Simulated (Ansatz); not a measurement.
This geometry of BFGaH$_{3}$O (7 atoms, charge 0, multiplicity 1) is a first-order saddle point.

These are results of RKS r2SCAN-D4/def2-SVP (Ansatz), not measurements.

```xyz
7
Properties=species:S:1:pos:R:3
B -0.877 1.333 -0.085
Ga 0.096 -0.504 -0.096
O 1.671 -0.846 0.661
F -0.529 -1.967 -0.865
H -1.944 1.473 -0.625
H -0.370 2.276 0.466
H 1.952 -1.765 0.544
```

Problem. Which two structures does it join? (They come from a converged band through this point; their orientation in space is the band's.)

Solution. No bond is made or broken. The dihedral H6–B1–Ga2–F4 goes from 90 to -90°. The two ends are copies of one structure, up to a mirror image or an exchange of like atoms.

Image 0:

```xyz
7
Properties=species:S:1:pos:R:3
B -0.866 1.321 -0.093
Ga 0.084 -0.508 -0.012
O 1.812 -0.789 0.304
F -0.768 -2.036 -0.260
H -0.965 1.923 -1.132
H -1.344 1.816 0.897
H 2.047 -1.727 0.298
```

Image 6:

```xyz
7
Properties=species:S:1:pos:R:3
B -0.865 1.320 -0.093
Ga 0.083 -0.509 -0.014
O 1.811 -0.788 0.307
F -0.767 -2.037 -0.267
H -1.350 1.811 0.896
H -0.958 1.928 -1.130
H 2.046 -1.726 0.300
```

Problem. How far does it lie above each of them?

Solution. 6.8 kJ/mol above the first and 6.8 kJ/mol above the second. This is the barrier of this one path; another mechanism may lie lower.

Run time: 3.4 min on 2 threads of Arm Neoverse N1, on a shared host, peak memory 0.15 GiB.
